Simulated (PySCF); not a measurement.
SMILES CC[Te][SiH3] at its CAM-B3LYP/def2-SVP optimised geometry (Å):

```
12

Te     0.8401     1.2933     0.0000
C     -1.2858     0.8663    -0.2481
C     -1.9675     0.2752     0.9728
H     -1.3767     0.2156    -1.1280
H     -1.7181     1.8399    -0.5182
H     -1.8775     0.9369     1.8463
H     -1.5392    -0.6995     1.2502
H     -3.0409     0.1207     0.7728
Si     1.5539    -1.1013     0.0000
H      1.0482    -1.7951    -1.2169
H      1.0652    -1.8399     1.1967
H      3.0409    -1.1013     0.0000
```

Method: CAM-B3LYP/def2-TZVP, def2 effective core potentials past Kr (PySCF). The core electrons that the potentials of Te replace are not part of the density. Cells within 0.4 Å of a nucleus heavier than hydrogen are left out (blank, or x).

Map of the HOMO−1 amplitude (bohr^(-3/2)) on the plane z = 0.0 Å; orbital energy -9.15 eV, overall sign arbitrary:

```
|4444444444444444444444444444444|
|4444444444444444444444444444444|
|4444444444444444444444444444444|
|4444444444444444444444444444444|
|4444444444444444444444444444444|
|4444444444444444555554444444444|
|4444444444444445555555444444444|
|4444444444444455666655544444444|
|4444444444444456788766554444444|
|4444444444434456899976554444444|
|4444444444333346767986554444444|
|44444444444322344xx776554444444|
|44444444455xx0125xx565544444444|
|44444444456xx111143344444444444|
|4444444445664211000123444444444|
|4444443445554321000012344444444|
|4444444444554332100012344444444|
|4444444444444433211x33444444444|
|4444444444444443333xx4455444444|
|4444444444444444445x45555444444|
|4444444444444444556665554444444|
|4444444444444444555655544444444|
|4444444444444444555555544444444|
|4444444444444444445554444444444|
|4444444444444444444444444444444|
|4444444444444444444444444444444|
|4444444444444444444444444444444|
|4444444444444444444444444444444|
|4444444444444444444444444444444|
|4444444444444444444444444444444|
|4444444444444444444444444444444|
```
Scale: ten equal steps from -0.127 (start of '0') to 0.158 (end of '9'), in the order '0123456789'; x runs from -5.50 to 5.50, y from -5.50 (bottom) to 5.50 (top).
